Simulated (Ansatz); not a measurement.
The cation of C$_{2}$H$_{7}$FInN, SMILES `C[NH][In]([CH3])[F]` at the neutral geometry.

```yaml
crystal:
  periodic: [false, false, false]
  atoms:
    - {symbol: C, position_ang: [-1.715852, -0.070020, 1.336503]}
    - {symbol: N, position_ang: [-0.622664, 0.812290, 1.009381]}
    - {symbol: In, position_ang: [0.842743, 0.579138, -0.317809]}
    - {symbol: C, position_ang: [1.477166, -0.870359, -1.730823]}
    - {symbol: F, position_ang: [1.933503, 2.212915, -0.177798]}
    - {symbol: H, position_ang: [-2.696420, 0.384307, 1.142156]}
    - {symbol: H, position_ang: [-1.665935, -0.980816, 0.733921]}
    - {symbol: H, position_ang: [-1.701272, -0.385735, 2.388035]}
    - {symbol: H, position_ang: [-0.619323, 1.669760, 1.538704]}
    - {symbol: H, position_ang: [2.355289, -0.485847, -2.247139]}
    - {symbol: H, position_ang: [0.683277, -1.064370, -2.451660]}
    - {symbol: H, position_ang: [1.729488, -1.801273, -1.223461]}
basis:
  gaussian: {orbitals: def2-QZVPP}
total_charge: 1
magnetization: {spin_polarized: true, initial_magnetization: 1}
correlation: {method: mp2}
scf: {omitted_lower_state_checks: [cluster_reference]}
```

```sh
$ ansatz run in.yaml --threads 2 --pin off --events-out ev --progress --plain --max-ram 32768MiB --backend cuda --devices 0, --max-vram 18GiB
```

Output, abridged:

```
Functional definition: HF
3145 factors; integrals over basis functions are off by at most 8.4e-4 eV
mean field evaluation 1: about -11495.7010 eV, gradient 4.6e1 eV
mean field evaluation 2: about -11495.7033 eV, gradient 4.6e1 eV
mean field evaluation 4: about -11504.1462 eV, gradient 4.9e0 eV
mean field evaluation 8: about -11504.4529 eV, gradient 1.5e-1 eV
mean field evaluation 16: about -11501.8203 eV, gradient 6.3e-2 eV
mean field -11504.45320499 eV, -422.7808572849 hartree, gradient 2.7e-6 eV, S^2 0.763892; 1 other end points of the search recorded, 0 dependent functions left out
8 core orbitals not correlated: weight in the atoms' cores, before any rotation towards them, 1.000 or more for the frozen orbitals, at most 0.000 for the correlated occupied ones
reference -11504.45320499 eV, -422.7808572849 hartree; 20, 19 occupied and 492, 493 virtual orbitals, 3145 factors
second order -35.41349686 eV of doubles, -0.00000000 eV of singles
Total energy: -11539.86670185 eV, -424.0822792902 hartree
Checks for a lower state left out: cluster_reference
```

It took 17 s on 2 threads of an AMD EPYC 7R13 on a shared host and a share of an NVIDIA H100 80 GB, with 1.2 GiB of host memory at the peak.
